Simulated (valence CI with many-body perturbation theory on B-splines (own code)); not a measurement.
Values are calculated unless marked as measured or tabulated.
# Level structure of Ge XXVIII

Method: relativistic CI+MBPT: three valence electrons over a frozen Dirac-Fock core [He], radial functions for each j: 11 s, 11 p, 10 d, 8 f, 5 g, 2 h, with the one-electron correlation potential Σ1, the two-electron term Σ2, the three-electron term Σ3, Breit, model QED; selected CI, second order for the rest, scaled by the run's own slope (own B-spline code, finite nucleus).

The last digits are not significant, and no measured levels were compared; by estimate large intervals hold to a few tenths of a per cent, small ones and those within an open d or f shell to about a per cent.

Levels 181 to 208 of 208, with energies above the lowest level, 2s2 2p 2P°_1/2. "Leading %" is the weight of the configuration and term that name the level; weights of strongly mixed levels are sums over their largest components and can fall short. In the jj column 3d3/2^4 stands for four electrons in 3d with j = 3/2.

| No. | Configuration | Term | J | E (eV) | Leading % | Second component | Leading jj |
| --- | --- | --- | --- | --- | --- | --- | --- |
| 181 | 2s 2p 4f | 4G | 11/2 | 2307.2 | 100 |  | 2s 2p3/2 4f7/2 (100 %) |
| 182 | 2s 2p 4f | 2G | 9/2 | 2307.6 | 84 | 9 % 2s 2p 4f 4F | 2s 2p3/2 4f5/2 (63 %) |
| 183 | 2s 2p 4f | 4D | 1/2 | 2307.7 | 100 |  | 2s 2p3/2 4f5/2 (100 %) |
| 184 | 2s 2p 4f | 4D | 5/2 | 2307.9 | 35 | 32 % 2s 2p 4f 2F | 2s 2p3/2 4f7/2 (100 %) |
| 185 | 2s 2p 4f | 2D | 3/2 | 2308.9 | 77 | 20 % 2s 2p 4f 4D | 2s 2p3/2 4f7/2 (100 %) |
| 186 | 2s 2p 4s | 2P° | 1/2 | 2315.9 | 96 |  | 2s 2p3/2 4s (87 %) |
| 187 | 2s 2p 4s | 2P° | 3/2 | 2316.3 | 93 | 5 % 2s 2p 4s 4P° | 2s 2p3/2 4s (87 %) |
| 188 | 2s 2p 4p | 2D | 3/2 | 2327.8 | 78 | 16 % 2s 2p 4p 2P | 2s 2p3/2 4p1/2 (88 %) |
| 189 | 2s 2p 4p | 2P | 1/2 | 2327.8 | 74 | 18 % 2s 2p 4p 2S | 2s 2p3/2 4p1/2 (85 %) |
| 190 | 2s 2p 4p | 2D | 5/2 | 2331.1 | 93 |  | 2s 2p3/2 4p3/2 (87 %) |
| 191 | 2s 2p 4p | 2P | 3/2 | 2332.3 | 76 | 19 % 2s 2p 4p 2D | 2s 2p3/2 4p3/2 (88 %) |
| 192 | 2s 2p 4p | 2S | 1/2 | 2332.8 | 69 | 16 % 2s 2p 4p 2P | 2s 2p3/2 4p3/2 (80 %) |
| 193 | 2p2 4s | 4P | 1/2 | 2338.9 | 57 | 22 % 2p2 4s 2P | 2p1/2^2 4s (84 %) |
| 194 | 2s 2p 4d | 2D° | 3/2 | 2341.1 | 92 |  | 2s 2p3/2 4d3/2 (82 %) |
| 195 | 2s 2p 4d | 2F° | 5/2 | 2341.3 | 85 | 10 % 2s 2p 4d 2D° | 2s 2p3/2 4d3/2 (88 %) |
| 196 | 2s 2p 4d | 2F° | 7/2 | 2341.7 | 94 |  | 2s 2p3/2 4d5/2 (87 %) |
| 197 | 2s 2p 4d | 2D° | 5/2 | 2342.7 | 84 | 12 % 2s 2p 4d 2F° | 2s 2p3/2 4d5/2 (89 %) |
| 198 | 2s 2p 4d | 2P° | 1/2 | 2343.0 | 90 | 5 % 2s 2p 4d 4D° | 2s 2p3/2 4d3/2 (86 %) |
| 199 | 2s 2p 4d | 2P° | 3/2 | 2344.2 | 92 |  | 2s 2p3/2 4d5/2 (81 %) |
| 200 | 2s 2p 4f | 2F | 5/2 | 2346.7 | 93 |  | 2s 2p3/2 4f5/2 (85 %) |
| 201 | 2s 2p 4f | 2F | 7/2 | 2347.3 | 91 |  | 2s 2p3/2 4f7/2 (79 %) |
| 202 | 2s 2p 4f | 2G | 7/2 | 2347.9 | 93 |  | 2s 2p3/2 4f5/2 (78 %) |
| 203 | 2p2 4p | 4D° | 1/2 | 2348.2 | 49 | 27 % 2p2 4p 2P° | 2p1/2^2 4p1/2 (90 %) |
| 204 | 2s 2p 4f | 2G | 9/2 | 2348.5 | 94 |  | 2s 2p3/2 4f7/2 (88 %) |
| 205 | 2s 2p 4f | 2D | 3/2 | 2348.9 | 94 | 4 % 2s 2p 4f 4F | 2s 2p3/2 4f5/2 (88 %) |
| 206 | 2s 2p 4f | 2D | 5/2 | 2349.5 | 94 |  | 2s 2p3/2 4f7/2 (84 %) |
| 207 | 2p2 4p | 4D° | 3/2 | 2354.0 | 29 | 26 % 2p2 4p 4P° | 2p1/2^2 4p3/2 (90 %) |
| 208 | 2p2 4d | 4F | 3/2 | 2361.5 | 44 | 14 % 2p2 4d 4D | 2p1/2^2 4d3/2 (92 %) |

Names give the largest LS component (configuration and term), which can be under half, so a name can repeat, a term be missing and a line seem to break the LS rules; names also repeat where a configuration has a term twice.
